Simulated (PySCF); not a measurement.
phosphoric acid anion (H3O4P), SMILES OP(O)(O)=O (connectivity only; charge and spin as stated), charge -1, multiplicity 2. Atoms are numbered in the order given.

```xyz
8

O      0.6010     0.1836     1.3724
P     -0.1896    -0.0672    -0.0953
O      0.6992    -0.1447    -1.3470
O     -0.3915    -1.7919     0.2922
O     -0.5788     1.7639    -0.1249
H      0.6503     1.1467     1.4474
H     -0.1143    -2.2217    -0.5290
H     -0.3311     1.9943    -1.0309
```
Charge -1, spin multiplicity 2.

Coordinates come from a B3LYP-D3(BJ)/def2-SVPD optimisation. The spin state was assumed, not searched. Other conformers were not sampled.

Method: PBE0/pcH-1 (PySCF).

Unrestricted Kohn–Sham, ⟨S²⟩ = 0.753. Hyperfine tensors hold the contact and dipolar terms, without spin-orbit corrections.

Computed hyperfine couplings:
```
nucleus    A(iso) (MHz)  A(iso) (G)  dipolar principal values (MHz)
---------  ------------  ----------  ------------------------------
17O no. 1         -34.8       -12.4                 -16.5, 7.9, 8.5
31P no. 2        2602.8       928.7           -155.4, -130.1, 285.5
17O no. 3          -9.6        -3.4               -30.6, 14.5, 16.1
17O no. 4        -123.8       -44.2               -55.6, 27.6, 28.0
17O no. 5        -127.6       -45.5               -57.3, 28.5, 28.8
1H no. 6           -3.1        -1.1                 -7.4, -1.1, 8.5
1H no. 7           -1.9        -0.7               -15.4, -3.5, 18.9
1H no. 8           -4.9        -1.8               -16.0, -3.6, 19.5
```

And the g tensor (effective nuclear charges for spin-orbit coupling, GIAO)? (The exact figures need the calculation; the answer reports its results.)

principal values 2.0016, 2.0023, 2.0044; isotropic 2.0028.
